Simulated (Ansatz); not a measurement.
Start from `[SiH3]C[NH][GaH2]` and change one atom or group to get `FCNC[SiH3]`.

Ansatz, PBE0-D4/def2-TZVP geometries, multiplicity 1. Each molecule was computed in one conformer, which needn't be the lowest.

Scalar relativity is left out up to krypton.

```json
{"property": "HOMO–LUMO gap (PBE0/def2-TZVPP) / eV", "`[SiH3]C[NH][GaH2]`": "5.72"}
{"property": "zero-point energy (PBE0-D4/def2-TZVP) / kJ/mol", "`[SiH3]C[NH][GaH2]`": "216.3"}
{"property": "size of the dipole moment (ωB97M-V/def2-TZVPP) / D", "`[SiH3]C[NH][GaH2]`": "0.68"}
{"property": "HOMO–LUMO gap (ωB97M-V/def2-TZVPP) / eV", "`[SiH3]C[NH][GaH2]`": "9.63"}
{"property": "HOMO–LUMO gap (B3LYP/def2-TZVPP) / eV", "`[SiH3]C[NH][GaH2]`": "5.28"}
{"property": "HOMO energy (B3LYP/def2-TZVPP) / eV", "`[SiH3]C[NH][GaH2]`": "-6.42"}
```

Problem. Give the same properties after the change, and the shifts. (Estimate.)

Solution. Computed: 
| property | `FCNC[SiH3]` | shift |
| --- | --- | --- |
| HOMO–LUMO gap (PBE0/def2-TZVPP) / eV | 7.89 | 2.17 |
| zero-point energy (PBE0-D4/def2-TZVP) / kJ/mol | 264.5 | 48.2 |
| size of the dipole moment (ωB97M-V/def2-TZVPP) / D | 0.90 | 0.22 |
| HOMO–LUMO gap (ωB97M-V/def2-TZVPP) / eV | 11.78 | 2.15 |
| HOMO–LUMO gap (B3LYP/def2-TZVPP) / eV | 7.42 | 2.14 |
| HOMO energy (B3LYP/def2-TZVPP) / eV | -7.12 | -0.70 |

With PBE0 the HOMO falls by 0.73 eV and the LUMO rises by 1.44 eV, so the gap widens by about 2.17 eV. PBE moves the HOMO by -0.45 eV and ωB97M-V by -0.86 eV. The zero-point energy changes by 48.2 kJ/mol with +3 modes. Dipoles are sizes alone; their direction can turn.

Positive LUMOs are unbound, so they and the gaps depend on the basis.

B3LYP here is the variant with VWN-RPA as its local correlation; programs differ in this.
